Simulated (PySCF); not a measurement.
# Relaxation of doublet TiH3

Method: PySCF, UPBE0, basis Ti def2-TZVP, H def2-TZVP (no relativity, density fitting). A (50,194) grid was used.

A hand-made trigonal pyramidal start, of C3v symmetry, held to at least that symmetry:

Coordinates in bohr (charge 0 multiplicity 2):
```
Ti    0.0000    0.0000   -0.0884
H     2.8032    0.0001    1.4020
H    -1.4016    2.4276    1.4020
H    -1.4015   -2.4276    1.4020
```

Optimiser trace:
| step | E − E(last) (kJ/mol) | largest gradient (Eh/bohr) |
| --- | --- | --- |
| 0 | 27.80 | 0.01029 |
| 1 | 17.00 | 0.00881 |
| 2 | 4.07 | 0.01022 |
| 3 | 3.02 | 0.00864 |
| 4 | 0.80 | 0.00368 |
| 5 | 0.18 | 0.00123 |
| 6 | 0.04 | 0.00047 |
| 7 | 0.00 | 0.00018 |
| 8 | 0.00 | 0.00004 |

It ends at C3v with Ti–H 1.730 Å (×3); H–Ti–H 118.3° (×3). A frequency run shows a minimum.

With open d or f shells other occupations or spin states may lie lower.

The relaxation took about 21 core-seconds on a shared host.
